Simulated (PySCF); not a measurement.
From computed data to an observable: oscillator strength and radiative lifetime

H9NSi3, SMILES [SiH3]N[SiH2][SiH3].

Geometry optimised at PBE0-D3(BJ)/def2-SVP. Other conformers were not sampled.

TDA-PBE0/def2-SVPD run with PySCF 2.14.0 puts the first singlet state with f over 0.02 at 6.69 eV (vertical), with the transition dipole (-0.012, -0.339, 0.195) in atomic units.

Q: Find the oscillator strength, the wavelength and the radiative lifetime that this transition would have in vacuum if emission retraced absorption.

A: 
|μ|² = 0.1531 au, so |μ| = 0.99 D. ΔE = 6.69/27.211 = 0.2459 hartree. f = (2/3) ΔE |μ|² = 0.025 (the program prints 0.025).
λ = 1239.84/6.69 = 185 nm; ν = 53958 cm⁻¹.
Einstein's coefficient A = 0.6670 ν² f s⁻¹ (ν in cm⁻¹) = 4.9e7 s⁻¹, so τ = 1/A = 21 ns. This state is S2; the lower singlet has f = 0.001. The figure is the radiative limit of this one transition; relaxation, internal conversion, crossing to triplets and a medium change what is measured.
